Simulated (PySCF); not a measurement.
Cl₃Ti, neutral, multiplicity 2. Atoms are numbered in the order given.

```xyz
4

Ti     0.0000     0.0000     0.0000
Cl     2.1835     0.0000     0.0000
Cl    -1.0917    -1.8910     0.0000
Cl    -1.0917     1.8910     0.0000
```
Charge 0, spin multiplicity 2.

Geometry: PBE0-D3(BJ)/def2-SVP. The spin state was assumed, not searched. The isomer is the one that the SMILES or the coordinates give; other isomers of the formula were not compared.

Method: PBE0-D3(BJ)/def2-SVP (PySCF).

Frequencies are harmonic and unscaled.

Modes within 1.5 cm⁻¹ of each other (mostly degenerate sets) share a row, with their intensities summed.

Computed normal modes with their intensities:
| mode | ν (cm⁻¹) | IR (km/mol) | moving atoms (share of kinetic energy) |
|---|---|---|---|
| 1 | 81 | 22.9 | Ti 69 %, Cl 31 % |
| 2–3 | 100 | 2.6 | Cl 87 %, Ti 13 % |
| 4 | 365 | 0.0 | Cl 100 % |
| 5–6 | 506 | 307.8 | Ti 56 %, Cl 44 % |
